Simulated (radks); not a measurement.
Task: Nb5+, configuration [Kr] (the NIST ground configuration). Calculated with a radial shooting solver on a logarithmic mesh with Libxc functionals: scalar-relativistic Kohn-Sham, LDA (Slater exchange, Perdew-Wang correlation), spin-polarised, spherical densities, finite nucleus; Fermi nuclear charge, rms radius 4.324 fm. Some entries of the table are withheld. Estimate them.

orbital  occ.  eigenvalue (hartree)  <1/r> (bohr^-1)
1s          2             -692.5626            42.35
2s          2             -98.95746            9.514
2p          6             -88.68420            9.268
3s          2             -18.44795            3.250
3p          6                   (1)              (2)
3d         10              -9.58597            2.859
4s          2              -4.38058              (3)
4p          6              -3.45933            1.094

Result: 
(1) 3p eigenvalue (hartree): -15.09010
(2) 3p <1/r> (bohr^-1): 3.091
(3) 4s <1/r> (bohr^-1): 1.214
